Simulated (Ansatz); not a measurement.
Geometry optimisation, RKS PBE/def2-SVP in Ansatz 0.2.0.

input.yaml

```yaml
crystal:
  periodic: [false, false, false]
  atoms:
    - { symbol: "N", position_ang: [-0.4228, 0.5307, -0.6734] }
    - { symbol: C, position_ang: [0.3044, -0.1194, 0.0387] }
    - { symbol: Se, position_ang: [1.58, -1.1429, 1.0511] }
    - { symbol: H, position_ang: [-1.4061, 0.6713, -0.4367] }
basis:
  gaussian: { orbitals: def2-SVP }
hamiltonian:
  xc: pbe
relax:
  f_tol: 0.02
  max_steps: 50
```

Launched with:

```bash
$ ansatz run input.yaml --threads 1 --pin off --max-ram 2048MiB --backend cpu --events-out ev --progress --plain --runs-dir out
```

Task: Where does it end, and by what steps?

Result: The forces met the threshold. After 6 steps the energy has fallen by 0.562 eV; Se3 moved furthest, 0.12 Å.

| step | energy less start (eV) | largest force component (eV/Å) | accepted |
| --- | --- | --- | --- |
| 0 | 0.0000 | 3.541 | yes |
| 1 | -0.4992 | 1.450 | yes |
| 2 | -0.5138 | 1.065 | yes |
| 3 | -0.5511 | 0.467 | yes |
| 4 | -0.5538 | 0.398 | yes |
| 5 | -0.5619 | 0.069 | yes |
| 6 | -0.5623 | 0.013 | yes |

```xyz
4
Properties=species:S:1:pos:R:3
N -0.420 0.473 -0.577
C 0.339 -0.182 0.109
Se 1.542 -1.073 0.964
H -1.406 0.722 -0.516
```

Whether the end is a true minimum wasn't checked by a vibrational analysis.

Time of the run: 19 s on 1 thread of Intel(R) Xeon(R) Processor @ 2.50GHz (Skylake/Cascade Lake), with other jobs on the host, peak memory 0.14 GiB.
